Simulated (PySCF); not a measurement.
A geometry optimisation, step by step.

Species: CH₁₀BNSi.
SMILES with atom numbers: `[CH3:1][NH2+:2][BH2-:3][SiH3:4]` (hydrogens: H5, H6, H7 on C1; H8, H9 on N2; H10, H11 on B3; H12, H13, H14 on Si4)

Method: PBE0-D3(BJ)/def2-SVP geometry optimisation, gas phase (PySCF 2.14.0); density fitting, grid level 1; the optimiser is geomeTRIC in internal coordinates, started from a GFN2-xTB structure with every atom displaced at random (about 0.01 Å). 7 of its 10 geometries are shown. The frame can shift and turn from step to step; on so coarse a grid that alone can change the energy by a few meV, and forces under 0.02 eV/Å are noise.

Step 0: E = -11231.6186 eV, largest atomic force 1.685 eV/Å
```
atom  x, y, z in Å  |  force x, y, z in eV/Å
C1     -1.598    0.119   -0.132   -1.303   1.026  -0.299
N2     -0.862   -0.375    0.996    1.122   0.502  -0.040
B3      0.594    0.347    1.223   -0.184  -0.486   0.462
Si4     1.776   -0.050   -0.341   -1.471   0.034  -0.533
H5     -1.766    1.208   -0.018    0.209  -0.295   0.036
H6     -2.596   -0.338   -0.233    0.099  -0.203  -0.003
H7     -1.037   -0.016   -1.047    0.335  -0.187  -0.426
H8     -1.369   -0.245    1.853   -0.417  -0.009   0.583
H9     -0.672   -1.357    0.893    0.023  -0.785   0.021
H10     1.009   -0.149    2.259    0.138  -0.128   0.032
H11     0.358    1.505    1.411   -0.110   0.643  -0.038
H12     1.525   -1.441   -0.829   -0.049  -0.426  -0.044
H13     1.445    0.740   -1.577    0.036   0.141  -0.068
H14     3.186    0.036   -0.185    1.573   0.174   0.318
```

Step 2: E = -11231.7726 eV, largest atomic force 0.065 eV/Å
```
atom  x, y, z in Å  |  force x, y, z in eV/Å
C1     -1.733    0.172   -0.236    0.043   0.006   0.032
N2     -0.924   -0.331    0.884   -0.046  -0.015   0.006
B3      0.531    0.363    1.078   -0.026   0.052   0.030
Si4     1.684   -0.031   -0.542    0.061  -0.022   0.007
H5     -1.875    1.252   -0.104   -0.004  -0.013  -0.005
H6     -2.707   -0.334   -0.290   -0.006   0.012  -0.002
H7     -1.181    0.013   -1.171   -0.006  -0.006  -0.003
H8     -1.437   -0.208    1.760    0.014  -0.002  -0.003
H9     -0.783   -1.339    0.786    0.006   0.014  -0.016
H10     1.009   -0.158    2.077    0.010  -0.027  -0.015
H11     0.320    1.557    1.253    0.010  -0.009  -0.028
H12     1.477   -1.458   -1.011    0.014   0.007  -0.009
H13     1.412    0.793   -1.775   -0.013  -0.003  -0.003
H14     3.160    0.098   -0.288   -0.056   0.006   0.008
```

Step 3: E = -11231.7737 eV, largest atomic force 0.041 eV/Å
```
atom  x, y, z in Å  |  force x, y, z in eV/Å
C1     -1.736    0.175   -0.232   -0.013   0.008   0.006
N2     -0.927   -0.333    0.884   -0.003   0.016  -0.003
B3      0.529    0.361    1.075   -0.006  -0.003   0.012
Si4     1.689   -0.034   -0.542   -0.037  -0.008  -0.014
H5     -1.873    1.256   -0.099    0.005  -0.008  -0.002
H6     -2.714   -0.325   -0.285    0.007   0.009   0.003
H7     -1.188    0.014   -1.170    0.003  -0.004  -0.003
H8     -1.435   -0.210    1.762   -0.003  -0.005   0.010
H9     -0.787   -1.340    0.783    0.008  -0.008  -0.008
H10     1.011   -0.163    2.071   -0.003  -0.010  -0.007
H11     0.320    1.554    1.244    0.008   0.006  -0.010
H12     1.499   -1.463   -1.013    0.009  -0.001   0.000
H13     1.413    0.786   -1.778   -0.004  -0.006   0.002
H14     3.156    0.111   -0.277    0.028   0.013   0.014
```

Step 4: E = -11231.7742 eV, largest atomic force 0.054 eV/Å
```
atom  x, y, z in Å  |  force x, y, z in eV/Å
C1     -1.739    0.179   -0.229   -0.030   0.006  -0.010
N2     -0.930   -0.335    0.883    0.017   0.025   0.000
B3      0.527    0.357    1.071    0.003  -0.026  -0.002
Si4     1.692   -0.037   -0.542   -0.052   0.000  -0.014
H5     -1.870    1.260   -0.095    0.008  -0.004  -0.001
H6     -2.721   -0.315   -0.279    0.008   0.003   0.004
H7     -1.196    0.016   -1.169    0.004  -0.001  -0.002
H8     -1.435   -0.214    1.763   -0.007  -0.008   0.008
H9     -0.792   -1.342    0.777    0.004  -0.010  -0.003
H10     1.011   -0.168    2.066   -0.009   0.000   0.001
H11     0.320    1.551    1.236    0.008   0.009   0.004
H12     1.522   -1.468   -1.012    0.007  -0.003   0.006
H13     1.411    0.777   -1.781    0.001  -0.005   0.002
H14     3.155    0.128   -0.268    0.037   0.013   0.007
```

Step 6: E = -11231.7749 eV, largest atomic force 0.033 eV/Å
```
atom  x, y, z in Å  |  force x, y, z in eV/Å
C1     -1.749    0.191   -0.224   -0.011  -0.003  -0.013
N2     -0.937   -0.340    0.878    0.016   0.012  -0.001
B3      0.523    0.343    1.065    0.007  -0.022  -0.023
Si4     1.698   -0.043   -0.542    0.002   0.008   0.009
H5     -1.861    1.274   -0.083    0.002   0.005   0.001
H6     -2.739   -0.286   -0.267   -0.001  -0.005   0.001
H7     -1.217    0.025   -1.169   -0.001   0.002   0.002
H8     -1.436   -0.228    1.763   -0.004  -0.004  -0.004
H9     -0.804   -1.347    0.759   -0.004   0.000   0.005
H10     1.007   -0.185    2.058   -0.011   0.007   0.009
H11     0.325    1.540    1.225    0.006   0.001   0.021
H12     1.593   -1.485   -0.994    0.002  -0.003   0.008
H13     1.398    0.744   -1.793   -0.001  -0.001  -0.003
H14     3.153    0.187   -0.252   -0.004   0.004  -0.013
```

Step 8: E = -11231.7754 eV, largest atomic force 0.036 eV/Å
```
atom  x, y, z in Å  |  force x, y, z in eV/Å
C1     -1.752    0.204   -0.226    0.018  -0.006   0.005
N2     -0.942   -0.344    0.870   -0.013  -0.012  -0.009
B3      0.522    0.327    1.066    0.000   0.016  -0.006
Si4     1.703   -0.046   -0.538    0.033   0.004   0.013
H5     -1.850    1.286   -0.077   -0.006   0.002   0.002
H6     -2.747   -0.263   -0.267   -0.004  -0.002  -0.003
H7     -1.225    0.038   -1.174   -0.002   0.002   0.001
H8     -1.442   -0.242    1.755    0.004   0.009  -0.004
H9     -0.814   -1.350    0.739   -0.004   0.004   0.005
H10     0.997   -0.206    2.061    0.000  -0.007   0.000
H11     0.331    1.525    1.236    0.000  -0.006   0.009
H12     1.657   -1.499   -0.962   -0.003   0.001   0.000
H13     1.369    0.706   -1.802   -0.007  -0.002  -0.003
H14     3.148    0.252   -0.259   -0.018  -0.003  -0.008
```

Step 9: E = -11231.7755 eV, largest atomic force under 0.02 eV/Å
```
atom  x, y, z in Å  |  force x, y, z in eV/Å
C1     -1.750    0.206   -0.228    0.013  -0.003   0.006
N2     -0.942   -0.344    0.868   -0.013  -0.012  -0.009
B3      0.522    0.324    1.069   -0.001   0.019   0.004
Si4     1.704   -0.045   -0.535    0.017   0.000   0.004
H5     -1.848    1.288   -0.078   -0.005  -0.001   0.001
H6     -2.745   -0.260   -0.272   -0.001   0.000  -0.003
H7     -1.222    0.041   -1.176    0.000   0.002   0.000
H8     -1.444   -0.243    1.752    0.004   0.009  -0.001
H9     -0.816   -1.351    0.736   -0.002   0.001   0.004
H10     0.994   -0.213    2.063    0.003  -0.010  -0.005
H11     0.333    1.521    1.246   -0.002  -0.004   0.001
H12     1.668   -1.500   -0.952   -0.002   0.001  -0.002
H13     1.357    0.698   -1.802   -0.004  -0.002  -0.001
H14     3.147    0.267   -0.266   -0.007  -0.001   0.000
```

**Question.** Summarise the path.

**Answer.** The energy falls by 3.62 kcal/mol from step 0 to step 9; nine tenths of that is first reached at step 1. It falls at every step. The largest force goes from 1.685 to under 0.02 eV/Å. Among the bonds Si4–H14 changes most, from 1.421 to 1.500 Å; the atoms move by 0.115 Å rms after alignment.

**Question.** Follow the three bonds and two angles with the largest change from start to end.

**Answer.** 
| step | E above end (kcal/mol) | largest force (eV/Å) | Si4–H14 (Å) | C1–N2 (Å) | B3–H11 (Å) | B3–Si4–H14 (°) | H5–C1–H6 (°) |
| --- | --- | --- | --- | --- | --- | --- | --- |
| 0 | 3.62 | 1.685 | 1.421 | 1.434 | 1.196 | 119.2 | 106.2 |
| 1 | 0.21 | 0.371 | 1.517 | 1.471 | 1.227 | 114.3 | 110.3 |
| 2 | 0.07 | 0.065 | 1.503 | 1.470 | 1.225 | 114.0 | 110.2 |
| 3 | 0.04 | 0.041 | 1.498 | 1.468 | 1.224 | 113.6 | 110.0 |
| 4 | 0.03 | 0.054 | 1.498 | 1.468 | 1.223 | 113.2 | 109.9 |
| 5 | 0.02 | 0.038 | 1.499 | 1.468 | 1.223 | 112.7 | 109.9 |
| 6 | 0.01 | 0.033 | 1.500 | 1.468 | 1.224 | 112.3 | 110.0 |
| 7 | 0.01 | 0.035 | 1.501 | 1.468 | 1.224 | 112.1 | 110.0 |
| 8 | 0.00 | 0.036 | 1.501 | 1.469 | 1.224 | 112.2 | 110.1 |
| 9 | 0.00 | under 0.02 | 1.500 | 1.469 | 1.224 | 112.4 | 110.1 |

Hardware: Arm Neoverse V1, one thread, no GPU, shared host.
